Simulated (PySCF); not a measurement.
**Atomic charges against the basis set**

Species: C4H10O2S.
Bonds: C1–C2, C2–C3, C3–S4, S4–C5, S4–O6 (double), S4–O7 (double). Hydrogens: H8, H9, H10 on C1; H11, H12 on C2; H13, H14 on C3; H15, H16, H17 on C5.

PBE0 throughout (PySCF), one geometry, spherical d and f functions. Isolated species at its PBE0-D3(BJ)/def2-SVP geometry (one conformer only). Atoms taken as equivalent share a column and are averaged. The first 7 of 10 kinds of atom are listed.

Mulliken charges (e):

```tsv
basis	functions	C1	C2	C3	S4	C5	O6/O7	H8/H9/H10
STO-3G	49	-0.238	-0.147	-0.260	+1.068	-0.361	-0.480	+0.084
pcSseg-0	87	-0.641	-0.530	-0.692	+1.440	-0.836	-0.754	+0.247
6-31G	87	-0.500	-0.334	-0.592	+1.225	-0.751	-0.610	+0.189
6-31G*	122	-0.536	-0.348	-0.549	+1.176	-0.743	-0.558	+0.192
cc-pVDZ	152	-0.089	-0.110	-0.176	+0.758	-0.166	-0.464	+0.055
def2-SVP	152	-0.088	-0.113	-0.112	+0.660	-0.104	-0.490	+0.055
pcSseg-1	176	-0.289	-0.283	-0.348	+0.893	-0.359	-0.551	+0.128
aug-cc-pVDZ	255	+0.496	+0.533	+0.260	+1.758	+0.267	-0.954	-0.139
6-311+G(2d,p)	257	-0.500	-0.222	-0.373	+0.849	-0.609	-0.459	+0.157
def2-TZVP	283	-0.384	-0.204	-0.234	+0.726	-0.383	-0.459	+0.131
```

IAO charges (e):

```csv
basis,functions,C1,C2,C3,S4,C5,O6/O7,H8/H9/H10
STO-3G,49,-0.395,-0.261,-0.417,+1.437,-0.569,-0.604,+0.137
pcSseg-0,87,-0.430,-0.268,-0.456,+1.709,-0.631,-0.807,+0.151
6-31G,87,-0.438,-0.263,-0.441,+1.698,-0.623,-0.819,+0.153
6-31G*,122,-0.417,-0.249,-0.458,+1.964,-0.634,-0.892,+0.144
cc-pVDZ,152,-0.416,-0.248,-0.453,+1.948,-0.630,-0.882,+0.144
def2-SVP,152,-0.406,-0.244,-0.447,+1.957,-0.620,-0.889,+0.141
pcSseg-1,176,-0.415,-0.250,-0.454,+1.966,-0.628,-0.896,+0.144
aug-cc-pVDZ,255,-0.427,-0.255,-0.453,+1.962,-0.632,-0.901,+0.148
"6-311+G(2d,p)",257,-0.429,-0.256,-0.465,+2.009,-0.646,-0.914,+0.148
def2-TZVP,283,-0.429,-0.256,-0.471,+2.039,-0.653,-0.921,+0.148
```

Some averages cover members that differ in this geometry, most widely: H8/H9/H10, Mulliken in 6-31G +0.168 to +0.229; H8/H9/H10, Mulliken in 6-31G* +0.174 to +0.224; H8/H9/H10, Mulliken in def2-TZVP +0.111 to +0.157; H8/H9/H10, Mulliken in pcSseg-1 +0.113 to +0.150 e.

Which scheme is steadiest as the basis changes?

Largest range over the bases for any column: IAO 0.60 e, Mulliken 1.14 e. IAO charges move least and Mulliken charges most, counted in e. Without the minimal STO-3G basis the ranges are IAO 0.34, Mulliken 1.14 e.

How much do the charges still move between the two largest bases, 6-311+G(2d,p) and def2-TZVP?

At most, over all atoms: Mulliken 0.227 e, IAO 0.030 e.

What do the same runs give for the total energy, the frontier levels and the dipole moment?

```tsv
basis	energy (Eh)	HOMO (eV)	LUMO (eV)	μ (D)
STO-3G	-697.9376	-2.84	5.56	3.20
pcSseg-0	-705.1872	-7.90	1.22	4.87
6-31G	-706.2290	-7.88	1.50	5.27
6-31G*	-706.5206	-7.93	1.65	4.31
cc-pVDZ	-706.5435	-7.82	1.19	4.18
def2-SVP	-706.1820	-7.96	1.13	4.30
pcSseg-1	-706.4874	-8.11	0.79	4.39
aug-cc-pVDZ	-706.5800	-8.07	-0.36	4.40
6-311+G(2d,p)	-706.6745	-8.17	-0.11	4.40
def2-TZVP	-706.7215	-8.16	0.62	4.29
```

The dipole is fixed by the density alone, so its range of 2.07 D shows that the density itself changes with the basis, not only its division among atoms.
